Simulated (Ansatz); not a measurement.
`C=C(C)[SiH3]` + `F[SiH2]N[SiH3]` → `F[SiH2]N([SiH3])[SiH3]` + propene  (ligand exchange at the Si–C bond)

Gas-phase electronic energies from Ansatz, PBE0-D4/def2-TZVP geometries. CCSD(T)/CBS is the MP2 limit (def2-TZVPP, def2-QZVPP) plus CCSD(T) − MP2 in def2-TZVPP, frozen cores. This one scheme is used for every species. DFT in def2-TZVPP. B3LYP here is the variant with VWN-RPA as its local correlation; programs differ in this. Each species was taken in one conformer, which may not be the lowest.

(1) Is it downhill or uphill in electronic energy at CCSD(T)/CBS, and by how much? (Best estimate.)

(2) What do these levels give: BLYP-D4, r2SCAN-D4, B2PLYP, PBE, r2SCAN, B3LYP? (Best estimate.)

Largest T1 diagnostic among the species: 0.012.

Answers

(1) Computed: Downhill: ΔE = -0.59 eV.

(2) Computed: BLYP-D4 -0.54, r2SCAN-D4 -0.56, B2PLYP -0.56, PBE -0.46, r2SCAN -0.56, B3LYP -0.52 eV.

From BLYP to BHLYP (50 % exact exchange), in def2-TZVPP and without D4, ΔE moves by −0.10 eV. In def2-TZVPP, CCSD(T) changes the Hartree–Fock value by +0.04 eV (the triples alone add +0.01 eV) and MP2 by +0.03 eV. Leaving LDA and LC-ωPBE aside and taking each functional with its dispersion term where it has one, the values, not all of them listed here, spread over 0.14 eV, from BHLYP-D4 to PBE-D4.
